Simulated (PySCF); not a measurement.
# What a mistake does to a calculation on BCGeH4N

All numbers below are calculated, not measured. They come from PySCF 2.14.0, an open-source quantum chemistry program, on an isolated molecule that a program drew, which may never have been made. The molecule is BCGeH4N (charge 0, singlet), drawn as the SMILES string `NC=[B][GeH]`.

Each row is a Hartree-Fock (HF) and frozen-core CCSD(T) single point in the cc-pVDZ basis, meant for a local HF minimum. Run 1 is clean. Each other run has one planted mistake out of seven kinds, and not every kind appears here: one electron removed, one electron added, multiplicity raised by two, geometry at a saddle point, minimal basis STO-3G, one bond length entered in bohr, all coordinates scaled. The reference is restricted for singlets and unrestricted otherwise, and also for a bond in bohr. Adding or removing an electron swaps singlet and doublet. Electrons count all cores. HOMO and LUMO are orbital energies over both spins, the gradient is its largest component, and the lowest frequency (negative if imaginary) is given only where the gradient is small. Bond lengths are over the 7 bonds as drawn. T1 is the CCSD diagnostic: over 0.02 (restricted) or 0.045 (unrestricted) a single reference is doubtful. Germanium has the cc-pVDZ-PP basis, with a core potential (ECP10MDF) in place of its 10 inner electrons, and its 3s, 3p and 3d shells are frozen in CCSD(T).

Geometry of the clean run:
```xyz
8
BCGeH4N, angstrom
N    -0.5630   -1.4769    0.5999
C    -1.2951   -0.4817    1.2047
B    -2.5461   -0.4752    1.8915
Ge   -4.2559   -0.1814    2.8853
H    -0.7908   -2.4130    0.8701
H     0.4256   -1.3268    0.5680
H    -0.8632    0.5134    1.0943
H    -4.5518   -1.7393    2.8685
```

| run | electrons | basis functions | <S^2> | HOMO (eV) | LUMO (eV) | gradient (hartree/bohr) | lowest frequency (cm^-1) | mean bond (Å) | longest bond (Å) | T1 | HF (hartree) | CCSD(T) (hartree) | mistake |
|---|---|---|---|---|---|---|---|---|---|---|---|---|---|
| 1 | 54 | 85 | 0.000 | -7.51 | 0.67 | 3.1e-05 | 110 | 1.3542 | 1.999 | 0.0243 | -412.61729 | -413.13743 | no fault |
| 2 | 54 | 85 | 0.000 | -7.22 | 0.89 | 4.9e-05 | -408 | 1.3489 | 1.987 | 0.0254 | -412.61606 | -413.13645 | geometry at a saddle point |
| 3 | 53 | 85 | 0.914 | -14.09 | -5.46 | 6.4e-02 | - | 1.3542 | 1.999 | 0.0447 | -412.38489 | -412.86927 | ? |
| 4 | 54 | 85 | 0.000 | -7.40 | 0.49 | 3.1e-02 | - | 1.4029 | 2.071 | 0.0246 | -412.60774 | -413.13493 | ? |

**Which mistake was planted in run 3, and what did it cost?**

It counts 53 electrons, one fewer than the clean run, at the same geometry and basis. So the mistake is: one electron removed. Subtracting run 1 and multiplying by 627.51 kcal/mol a hartree, the energy moved by 145.8 kcal/mol in HF and 168.3 kcal/mol in CCSD(T).

**Which mistake was planted in run 4, and what did it cost?**

The mean and the longest bond both change by the same factor, 1.036, and the gradient is no longer small. So the mistake is: all coordinates scaled. Subtracting run 1 and multiplying by 627.51 kcal/mol a hartree, the energy moved by 6.0 kcal/mol in HF and 1.6 kcal/mol in CCSD(T).

Cautions from the logs. Run 1: T1 is over the limit, so its CCSD(T) energy is less reliable; run 2: T1 is over the limit, so its CCSD(T) energy is less reliable; run 4: T1 is over the limit, so its CCSD(T) energy is less reliable.
